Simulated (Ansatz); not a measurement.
C₆H₁₅B (SMILES CC(C)BC(C)C), singlet, at a GFN2-xTB geometry; CASSCF(6,5)/STO-3G (Ansatz, a program for electronic structure).

Input for Ansatz:
Ansatz 0.2 input:
```yaml
crystal:
  periodic: [false, false, false]
  atoms:
    - {symbol: B, position_ang: [-0.07286586, 0.61996824, 0.52102155]}
    - {symbol: H, position_ang: [0.33703564, 1.50219840, 1.17713167]}
    - {symbol: C, position_ang: [-0.85649233, 0.99678257, -0.80348545]}
    - {symbol: C, position_ang: [-1.39059379, -0.16929259, -1.63958517]}
    - {symbol: C, position_ang: [-0.00289004, 1.91558233, -1.69553107]}
    - {symbol: H, position_ang: [-1.72457891, 1.59505393, -0.49003196]}
    - {symbol: H, position_ang: [-1.93600676, 0.19854512, -2.50787433]}
    - {symbol: H, position_ang: [-0.57418827, -0.79398498, -1.99480312]}
    - {symbol: H, position_ang: [-2.06632762, -0.78719597, -1.05298394]}
    - {symbol: H, position_ang: [0.33224886, 2.78986940, -1.14330690]}
    - {symbol: H, position_ang: [-0.57421666, 2.25000298, -2.55994729]}
    - {symbol: H, position_ang: [0.87477630, 1.38176742, -2.05423071]}
    - {symbol: C, position_ang: [0.24528895, -0.86695962, 0.96391924]}
    - {symbol: C, position_ang: [0.27101713, -1.06984954, 2.48243452]}
    - {symbol: C, position_ang: [1.63271038, -1.20717455, 0.38470908]}
    - {symbol: H, position_ang: [-0.45959118, -1.59258395, 0.54637691]}
    - {symbol: H, position_ang: [0.54055504, -2.09569996, 2.73078246]}
    - {symbol: H, position_ang: [0.99546301, -0.40392717, 2.94576560]}
    - {symbol: H, position_ang: [-0.70670050, -0.86023192, 2.91096234]}
    - {symbol: H, position_ang: [1.63168911, -1.12749730, -0.69981619]}
    - {symbol: H, position_ang: [1.91399229, -2.22359550, 0.65522643]}
    - {symbol: H, position_ang: [2.38593730, -0.52709313, 0.77687434]}
basis:
  gaussian:
    orbitals: STO-3G
hamiltonian:
  xc: hf
magnetization: {spin_polarized: false}
correlation: {active_space: {window: {electrons: 6, orbitals: 5}}}
```

### Question
Write the output that Ansatz gives for this input, abridged.

### Answer

```
Functional definition: HF
706 factors; integrals over basis functions are off by at most 8.6e-5 eV
mean field evaluation 1: about -7006.9572 eV, gradient 1.8e1 eV
mean field evaluation 2: about -7007.4068 eV, gradient 1.8e1 eV
mean field evaluation 4: about -7008.8721 eV, gradient 4.7e-1 eV
mean field evaluation 8: about -7008.8720 eV, gradient 2.7e-6 eV
mean field -7008.87198714 eV, -257.5712947433 hartree, gradient 1.4e-6 eV, S^2 0.000000; 0 other end points of the search recorded, 0 dependent functions left out
reference -7008.87198714 eV, -257.5712947433 hartree; 28, 28 occupied and 22, 22 virtual orbitals, 706 factors
state -7009.73553755 eV, -257.6030296354 hartree
2 active orbitals were swapped for others, from the solution at -7009.66671800 eV, -257.6005005638 hartree to that at -7009.69976258 eV, -257.6017149295 hartree; typed "places" are swapped only where nearly empty or full, and so, without "given_window_search", are "orbital_numbers", "shells" and a window whose orbitals a file names under [Active]
2 active orbitals were swapped for others, from the solution at -7009.69976258 eV, -257.6017149295 hartree to that at -7009.73553755 eV, -257.6030296354 hartree; typed "places" are swapped only where nearly empty or full, and so, without "given_window_search", are "orbital_numbers", "shells" and a window whose orbitals a file names under [Active]
Total energy: -7009.73553755 eV, -257.6030296354 hartree
```
